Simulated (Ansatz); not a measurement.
Consider the hydrogen abstraction from the Al–H bond: `C[O][AlH][Cl]` + F• → `C[O][Al][Cl]`• + H–F.

Calculated with Ansatz (gas phase, PBE0-D4/def2-TZVP geometries, no zero-point term in ΔE). CCSD(T)/CBS is the MP2 limit (def2-TZVPP, def2-QZVPP) plus CCSD(T) − MP2 in def2-TZVPP, frozen cores. This one scheme is used for every species, atoms too. DFT in def2-TZVPP. No spin–orbit coupling; open shells (•) take unrestricted orbitals. Spin–orbit coupling would lower the free atoms: a little for F. Each species was taken in one conformer, which may not be the lowest.

`C[O][AlH][Cl]`:

Cartesian coordinates in Å:
```
C 1.161 -0.377 -0.422
O -0.122 -0.667 0.056
Al -1.463 0.208 0.537
Cl -1.385 2.303 0.473
H 1.298 -0.821 -1.413
H 1.343 0.701 -0.500
H 1.913 -0.805 0.248
H -2.746 -0.542 1.022
```

`C[O][Al][Cl]`•:

Cartesian coordinates in Å:
```
C 0.251 0.890 0.193
O -0.391 -0.193 0.810
Al -0.812 -1.766 0.408
Cl -0.327 -2.514 -1.512
H 1.127 1.185 0.780
H 0.581 0.652 -0.824
H -0.429 1.746 0.145
```

H–F:

Z-matrix (Å, degrees):
```
F
H 1 0.920
```

```tsv
level	ΔE (kJ/mol)	difference from CCSD(T)/CBS
LDA (SPW92)	-291.4	-72.1
B97M-V	-189.2	30.1
PBE0-D4	-217.7	1.6
ωB97M-V	-200.6	18.7
r2SCANh	-213.3	6.0
r2SCAN0	-202.7	16.6
MP2/def2-SVP	-202.0	17.3
CCSD/def2-SVP	-171.0	48.3
HF/def2-TZVPP	-114.8	104.5
MP2/def2-QZVPP	-247.3	-28.0
CCSD(T)/CBS	-219.3	0
```

Largest T1 diagnostic among the species: 0.013.

Leaving LDA and LC-ωPBE aside and taking each functional with its dispersion term where it has one, the values, not all of them listed here, spread over 64.9 kJ/mol, from PBE-D4 to BHLYP-D4. LDA lies −48.6 kJ/mol from PBE without D4. In def2-TZVPP, CCSD(T) changes the Hartree–Fock value by −91.8 kJ/mol (the triples alone add −7.9 kJ/mol) and MP2 by −124.6 kJ/mol. From PBE to PBE0 (25 % exact exchange), in def2-TZVPP and without D4, ΔE moves by +25.2 kJ/mol.

CCSD(T)/CBS has its own doubt, a few kJ/mol and more with outer-core shells, so smaller differences from it don't rank the levels.
